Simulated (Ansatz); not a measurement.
Program: Ansatz. Geometries: PBE0-D4/def2-TZVP. ΔE: electronic, gas phase. CCSD(T)/CBS adds triple-zeta CCSD(T) − MP2 to the extrapolated MP2 energy (def2 sets, frozen cores). Functionals use def2-TZVPP. One conformer a species, not always the lowest.

`NBO[SiH3]` + CH₃NH₂ → `CNBN` + `O[SiH3]`  (ligand exchange at a B–O bond)

`NBO[SiH3]`:

Cartesian coordinates in Å:
```
N -1.706 1.298 0.242
B -0.917 0.150 0.157
O 0.424 0.274 -0.091
Si 1.631 -0.827 -0.252
H -2.692 1.264 0.422
H -1.330 2.224 0.128
H -1.422 -0.932 0.303
H 2.239 -0.680 -1.598
H 2.664 -0.562 0.780
H 1.109 -2.210 -0.090
```

CH₃NH₂:

```xyz
7

C     0.417    0.337   -0.189
N    -0.542   -0.726    0.061
H     0.323    1.218    0.462
H     0.321    0.675   -1.223
H     1.430   -0.055   -0.075
H    -1.488   -0.386   -0.050
H    -0.462   -1.062    1.013
```

`CNBN`:

```xyz
11

C     0.356    1.603   -0.560
N    -0.319    0.360   -0.288
B     0.225   -0.732    0.413
N    -0.490   -1.927    0.647
H     0.458    1.793   -1.634
H    -0.162    2.461   -0.115
H     1.358    1.564   -0.133
H    -1.258    0.313   -0.650
H     1.347   -0.642    0.831
H    -1.431   -2.099    0.339
H    -0.085   -2.694    1.149
```

`O[SiH3]`:

Cartesian coordinates in Å:
```
O -0.366 -0.780 -0.949
Si 0.264 0.197 0.219
H -1.317 -0.892 -0.974
H -0.245 1.592 0.102
H 1.730 0.179 0.017
H -0.065 -0.296 1.585
```

CCSD(T)/CBS gives +24.6 kJ/mol.

Problem. Another level gave +18.7 kJ/mol. Which?
A. HF/def2-TZVPP
B. CAM-B3LYP/def2-TZVPP
C. PBE/def2-TZVPP
D. LDA (SPW92)/def2-TZVPP

Solution. C. PBE 18.7, CAM-B3LYP 25.1, HF/def2-TZVPP 35.9, LDA (SPW92) 13.5 kJ/mol.

Largest T1 diagnostic among the species: 0.012.

In def2-TZVPP, CCSD(T) changes the Hartree–Fock value by −10.1 kJ/mol (the triples alone add −1.1 kJ/mol) and MP2 by −12.6 kJ/mol. At CCSD(T), def2-SVP lies +7.1 kJ/mol from the extrapolated value and def2-TZVPP +1.2 kJ/mol. Leaving LDA and LC-ωPBE aside and taking each functional with its dispersion term where it has one, the values, not all of them listed here, spread over 10.1 kJ/mol, from PBE-D4 to BHLYP-D4. LDA lies −5.3 kJ/mol from PBE without D4.
